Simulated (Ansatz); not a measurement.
Geometry optimisation, RKS PBE-D4/def2-SVP in Ansatz.

The input (input.yaml):

```yaml
crystal:
  periodic: [false, false, false]
  atoms:
    - { symbol: Al, position_ang: [0.036877, -0.463846, -0.460198] }
    - { symbol: F, position_ang: [3.9e-05, -0.181051, 2.398742] }
    - { symbol: F, position_ang: [1.451598, 0.220719, -1.016582] }
    - { symbol: F, position_ang: [-1.426482, 0.194219, -0.914202] }
    - { symbol: H, position_ang: [0.076901, -1.791542, 0.375089] }
    - { symbol: H, position_ang: [-0.003033, -1.061999, 2.088351] }
basis:
  gaussian: { orbitals: def2-SVP }
hamiltonian:
  xc: pbe
  dispersion: d4
relax:
  f_tol: 0.03
  max_steps: 50
```

Launched with:

```bash
$ ansatz run input.yaml --threads 1 --pin off --max-ram 2048MiB --backend cpu --events-out ev --progress --plain --runs-dir out
```

Q: Where does it end, and by what steps?

A: It converged. After 14 steps the energy has fallen by 0.460 eV; F2 moved furthest, 0.64 Å. Joined: Al1–F2 (2.87 → 2.04 Å).

```json
{"step": "0", "energy less start (eV)": "0.0000", "largest force component (eV/Å)": "0.456", "accepted": "yes"}
{"step": "1", "energy less start (eV)": "-0.1266", "largest force component (eV/Å)": "0.990", "accepted": "yes"}
{"step": "2", "energy less start (eV)": "-0.2811", "largest force component (eV/Å)": "1.444", "accepted": "yes"}
{"step": "3", "energy less start (eV)": "-0.4340", "largest force component (eV/Å)": "0.443", "accepted": "yes"}
{"step": "4", "energy less start (eV)": "-0.4426", "largest force component (eV/Å)": "0.222", "accepted": "yes"}
{"step": "5", "energy less start (eV)": "-0.4510", "largest force component (eV/Å)": "0.130", "accepted": "yes"}
{"step": "6", "energy less start (eV)": "-0.4524", "largest force component (eV/Å)": "0.083", "accepted": "yes"}
{"step": "7", "energy less start (eV)": "-0.4540", "largest force component (eV/Å)": "0.047", "accepted": "yes"}
{"step": "8", "energy less start (eV)": "-0.4552", "largest force component (eV/Å)": "0.055", "accepted": "yes"}
{"step": "9", "energy less start (eV)": "-0.4564", "largest force component (eV/Å)": "0.110", "accepted": "yes"}
{"step": "10", "energy less start (eV)": "-0.4577", "largest force component (eV/Å)": "0.086", "accepted": "yes"}
{"step": "11", "energy less start (eV)": "-0.4590", "largest force component (eV/Å)": "0.093", "accepted": "yes"}
{"step": "12", "energy less start (eV)": "-0.4591", "largest force component (eV/Å)": "0.141", "accepted": "yes"}
{"step": "13", "energy less start (eV)": "-0.4594", "largest force component (eV/Å)": "0.104", "accepted": "yes"}
{"step": "14", "energy less start (eV)": "-0.4598", "largest force component (eV/Å)": "0.009", "accepted": "yes"}
```

```xyz
6
Properties=species:S:1:pos:R:3
Al 0.018 -0.501 -0.214
F 0.022 -0.041 1.770
F 1.440 0.239 -0.703
F -1.431 0.194 -0.687
H 0.046 -2.045 0.196
H 0.041 -0.930 2.109
```

Whether the end is a true minimum wasn't checked by a vibrational analysis.

Run time: 24 s on 1 thread of Arm Neoverse V1, on a shared host, peak memory 0.12 GiB.
